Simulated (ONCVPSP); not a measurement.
Building the ONCV potential for Hf (Z = 72) (PBE, scalar-relativistic).

Hf (Z = 72), optimised norm-conserving Vanderbilt (ONCV), made with ONCVPSP 4.0.1 (PBE, scalar-relativistic). Core [Kr] 4d10 4f14, reference 5s2 5p6 5d2.5 6s1.5. Waves: 5s+6s: rc 2.25 bohr, ncon 4, nbas 7, qcut 4.3 1/bohr, 2 projectors; 5p: rc 2.10 bohr, ncon 3, nbas 8, qcut 5.8 1/bohr, 1 projector; 5d: rc 2.15 bohr, ncon 4, nbas 7, qcut 5.1 1/bohr, 2 projectors, debl 0.6 Ha. Local part: polynomial inside 1.90 bohr (lpopt 5, dvloc0 1 Ha). Core correction: Teter function, fcfact 5.5, rcfact 1.5.

* Cutoffs needed: 11 Ha and 14 Ha (the cutoffs (Ha) at which the residual kinetic energy of the hardest occupied pseudo-wave falls to 1 and 0.1 mHa per electron)
* Ghost test: no bound ghost flagged; no localised positive-energy state flagged
* Largest excitation error: +73 meV (all-electron minus pseudo) for 5s2 5p6 5d2 6s0 6p1, out of 4 test configurations
* rms error of d²Exc/dni dnj: 7.91 mHa without and 1.93 mHa with the model core
